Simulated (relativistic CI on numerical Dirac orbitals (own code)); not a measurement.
**Os5+: 5p photoemission**

Computed with this model: Dirac-Coulomb-Breit CI, KLI orbitals optimised for each configuration, model QED (radiative potential, 1s self-energy scaled to tabulated hydrogen-like ionisation energies), valence Slater integrals scaled by 0.8, multiplet model of photoemission in the sudden approximation; configurations [Xe] 4f14 5d3 → [Kr] 4d10 4f14 5s2 5p5 5d3; 300 K; Lorentzian 1.05 eV and Gaussian 0.6 eV FWHM. Energies are those of the free ion, without screening or charge transfer. The energies are binding energies and can lie tens of eV above those of solids. S is read from ⟨S²⟩ = S(S + 1).

Field parameters in Wybourne normalisation: Td as Oh with Dq negative (B⁴₀ = 21Dq, B⁴₄ = √(5/14) B⁴₀). The field is a parameter set, without covalency.

free ion: ground-state S = 1.38, centroid 120.81 eV. Peaks (eV, height): 113.8 (100), 115.4 (64), 121.0 (19), 132.6 (34), 137.4 (26).

Td, 10Dq = -12250 cm⁻¹: ground-state S = 1.26, centroid 120.86 eV. Peaks (eV, height): 114.0 (100), 115.4 (64), 121.2 (16), 131.4 (22), 135.6 (13), 137.6 (13).

Strongest unbroadened transitions for free ion:

```csv
Energy (eV),Relative strength
113.69,100.0
113.86,74.8
114.06,36.4
114.18,24.5
115.38,13.6
115.49,82.3
116.07,37.4
117.09,10.4
120.58,10.6
120.85,12.3
121.27,15.2
121.68,10.6
122.42,9.4
131.16,13.7
131.40,7.9
131.62,16.0
132.64,68.9
137.34,55.1
```
